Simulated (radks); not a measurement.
Numerical settings for the arsenic ion As+, [Ar] 3d10 4s2 4p2. All-electron calculation, Dirac Kohn-Sham, PBE, spin-unpolarised, spherical densities, point nucleus; open shells fill j = l - 1/2 first. Program: a radial shooting solver on a logarithmic mesh with Libxc functionals. The defaults (mesh step 0.008 in ln r, mesh end at 40 bohr or more with all orbitals vanishing there, Anderson mixing 0.5 over 9 steps, residual threshold near 1e-9 with the energy settled to 1e-9 hartree or 1e-11 of itself, here a cap of 72 iterations) give E = -2260.6080 hartree and 4p1/2 at -13.477 eV in 15 iterations. Run on one thread of a shared host, so times are rough (Intel(R) Xeon(R) 6975P-C): 0.09 s of CPU time, 0.09 s wall, 15 iterations on 2546 mesh points. Changes against that run (0 stands for a change within the tolerance of the run):

| setting | iterations | converged | E (mhartree) | e(4p1/2) (meV) | CPU (s) |
|---|---|---|---|---|---|
| mesh step in ln r 0.05 | 15 | yes | +0.00116 | 0 | 0.02 |
| mesh step in ln r 0.08 | 9 | no | diverged | - | 0.03 |
| mesh step in ln r 0.012 | 15 | yes | 0 | 0 | 0.06 |
| mesh end (bohr) 5 | 14 | yes | +31.4 | +923 | 0.08 |
| mesh end (bohr) 2 | 14 | level above zero | +6.75e+03 | +6.39e+04 | 0.06 |
| residual threshold 0.001 | 9 | yes | 0 | -0.738 | 0.06 |
| residual threshold 0.01 | 9 | yes | 0 | -0.738 | 0.06 |
| mixing 0.01 | 32 | yes | 0 | 0 | 0.18 |
| linear mixing, mixing 0.2 | 72 | no | 0 | 0 | 0.29 |
| linear mixing, mixing 0.5 | 30 | yes | 0 | 0 | 0.13 |
| mixing history 3 | 18 | yes | 0 | 0 | 0.1 |
| iteration cap 8 | 8 | no | 0 | -0.738 | 0.05 |

Settled on a wrong energy, with an occupied level pushed above zero by the early mesh end: mesh end (bohr) 2 (+6.75 hartree). Apart from these: settings that end as converged yet miss the energy by more than 1 mhartree: mesh end (bohr) 5 (+0.0314 hartree). A mesh that ends early acts as a hard wall.
